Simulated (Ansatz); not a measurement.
The cluster Cs3I2. Total charge 0; doublet. Geometry PBE-D4/def2-SVP.

Cartesian coordinates in Å:
```
Cs 1.2403 0.4099 -4.4125
Cs -1.0210 -2.3333 2.0323
Cs 0.4087 2.2294 0.2201
I 0.0999 -1.2433 -1.2786
I -0.7279 0.9373 3.4387
```

In the def2 sets Cs, I take a core potential; there is no spin–orbit coupling. Another isomer (doublet) lies 0.06 eV lower at PBE0-D4/def2-TZVP; other spin states weren't run for this one.

**Question.** Estimate the α-spin orbital energies around the gap (eV) in Ansatz with PBE-D4/def2-SVP, PBE-D4/def2-TZVP, r2SCANh-D4/def2-TZVP, PBE0-D4/def2-TZVP, ωB97X-V/def2-TZVP.

**Answer.** 
```csv
orbital,PBE-D4/def2-SVP,PBE-D4/def2-TZVP,r2SCANh-D4/def2-TZVP,PBE0-D4/def2-TZVP,ωB97X-V/def2-TZVP
HOMO−9,-13.19,-13.14,-14.14,-14.60,-17.17
HOMO−8,-13.09,-13.05,-14.06,-14.51,-17.09
HOMO−7,-13.00,-12.96,-13.96,-14.42,-17.01
HOMO−6,-5.58,-5.64,-6.30,-6.72,-8.95
HOMO−5,-5.37,-5.45,-6.12,-6.53,-8.77
HOMO−4,-5.21,-5.29,-5.97,-6.37,-8.62
HOMO−3,-4.92,-5.02,-5.68,-6.08,-8.27
HOMO−2,-4.83,-4.94,-5.59,-6.00,-8.19
HOMO−1,-4.70,-4.82,-5.49,-5.88,-8.08
HOMO,-2.10,-2.10,-2.21,-2.43,-3.39
LUMO,-1.39,-1.37,-0.98,-0.92,0.04
LUMO+1,-1.25,-1.23,-0.67,-0.85,0.12
LUMO+2,-0.78,-0.83,-0.64,-0.49,0.50
LUMO+3,-0.64,-0.67,-0.35,-0.29,0.64
LUMO+4,-0.40,-0.49,-0.15,-0.08,0.76
LUMO+5,-0.29,-0.43,-0.12,-0.01,0.84
β HOMO,-4.70,-4.82,-5.49,-5.88,-8.08
β LUMO,-1.65,-1.62,-1.24,-1.09,0.05
```
